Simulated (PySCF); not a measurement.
Job file and geometry (Å, from GFN2-xTB) of an NMR shielding run on SMILES S[Si@H](C=C)OCC, C4H10OSSi, GIAO PBE0/pcSseg-1 NMR shielding, non-relativistic, gas phase (PySCF); density fitting, a coarse starting grid and PySCF grid level 2 are the driver's defaults:

```
$ OMP_NUM_THREADS=1 python probes_run.py task.json out

{"job": {"kind": "nmr", "xc": "PBE0", "basis": "pcSseg-1"}, "charge": 0, "multiplicity": 1}
C     -3.395738    -0.440200     0.363016
C     -2.096509    -0.681992     0.308183
Si    -0.827773     0.564015    -0.282669
S     -0.790860     2.353329     0.942852
O      0.554465    -0.255643    -0.112646
C      1.883287     0.187126    -0.215868
C      2.789559    -0.742536     0.574678
H     -3.805930     0.514063     0.075332
H     -4.108932    -1.176549     0.700157
H     -1.729610    -1.655348     0.607906
H     -1.040957     1.125973    -1.610210
H     -0.594269     1.727430     2.094358
H      2.167630     0.191392    -1.274363
H      1.961069     1.212717     0.163806
H      2.514881    -0.726119     1.626198
H      2.689182    -1.759873     0.205933
H      3.823508    -0.425756     0.472890
```

Question: What does the program print?

Answer: 
```
coarse grid: 14880 points
cycle   1  E = -920.6446274805  dE =  6.868e-01  |g| = 7.166e-01  |ddm| = 3.626e+00
cycle   2  E = -920.5315261163  dE =  1.131e-01  |g| = 1.067e+00  |ddm| = 1.502e+00
cycle   3  E = -920.7445202317  dE = -2.130e-01  |g| = 1.396e-01  |ddm| = 1.035e+00
cycle   4  E = -920.7486532491  dE = -4.133e-03  |g| = 3.428e-02  |ddm| = 1.564e-01
cycle   5  E = -920.7489074858  dE = -2.542e-04  |g| = 9.434e-03  |ddm| = 3.597e-02
cycle   6  E = -920.7489252977  dE = -1.781e-05  |g| = 5.083e-03  |ddm| = 1.235e-02
cycle   7  E = -920.7489316925  dE = -6.395e-06  |g| = 9.823e-04  |ddm| = 4.120e-03
final grid: 133432 points
cycle   8  E = -920.8032324093  dE = -2.628e-05  |g| = 1.132e-02  |ddm| = 2.509e-02
cycle   9  E = -920.8032138099  dE =  1.860e-05  |g| = 1.510e-02  |ddm| = 1.888e-02
cycle  10  E = -920.8032591820  dE = -4.537e-05  |g| = 1.683e-03  |ddm| = 1.094e-02
cycle  11  E = -920.8032597645  dE = -5.825e-07  |g| = 1.389e-04  |ddm| = 1.542e-03
cycle  12  E = -920.8032597689  dE = -4.315e-09  |g| = 2.974e-05  |ddm| = 1.654e-04
cycle  13  E = -920.8032597690  dE = -1.642e-10  |g| = 1.083e-05  |ddm| = 3.740e-05
converged SCF energy = -920.8032597690

GIAO shielding tensors (ppm)
atom      isotropic    diamagn.    paramagn.     s11        s22        s33       span
  0 C       40.773     252.832    -212.059    -90.061     40.478    171.902    261.962
  1 C       40.867     263.042    -222.175    -76.461     40.489    158.573    235.035
  2 Si     364.749     882.697    -517.948    304.812    349.850    439.586    134.774
  3 S      693.855    1059.490    -365.636    589.703    640.050    851.810    262.107
  4 O      273.115     402.868    -129.753    237.416    280.735    301.194     63.778
  5 C      125.839     243.087    -117.247     95.512    114.221    167.784     72.272
  6 C      166.611     246.800     -80.188    149.148    164.635    186.050     36.902
  7 H       25.549      30.443      -4.893     21.057     24.969     30.621      9.564
  8 H       25.127      28.169      -3.042     21.796     24.754     28.831      7.034
  9 H       25.135      33.867      -8.732     21.909     24.663     28.834      6.924
 10 H       26.227      30.812      -4.585     22.794     24.183     31.704      8.910
 11 H       31.236      32.891      -1.656     24.603     27.519     41.585     16.982
 12 H       27.823      29.894      -2.070     22.512     27.537     33.421     10.908
 13 H       27.447      30.901      -3.454     21.765     29.817     30.759      8.995
 14 H       30.406      30.249       0.157     26.533     29.447     35.237      8.705
 15 H       30.185      29.538       0.647     26.437     28.343     35.775      9.338
 16 H       30.734      27.147       3.587     26.695     27.637     37.869     11.174
```

Question: Turn these shieldings into chemical shifts. Scale: TMS for ¹³C (186.93 ppm) and ²⁹Si (349.16 ppm) and ¹H (31.72 ppm); ³³S (503.73 ppm) vs CS2; H2O for ¹⁷O (336.08 ppm) (reference shieldings calculated alike).

Answer: Averaging equivalent atoms: C 0: 146.2; C 1: 146.1; C 5: 61.1; C 6: 20.3; Si 2: -15.6; S 3: -190; O 4: 63.0; H 8: 6.59; H 9: 6.58; H 7: 6.17; H 10: 5.49; H 13: 4.27; H 12: 3.89; H 14/15/16: 1.28; H 11: 0.48 ppm. Experimental scales use liquid or dissolved standards, which lie at an offset from isolated H2O (liquid H2O: subtract about 36 ppm).

Size and cost of the density-fitted run: 183 basis functions, 2.9 min wall time (93 s CPU) on 1 thread of an Intel Xeon, shared host; peak memory 0.88 GiB.
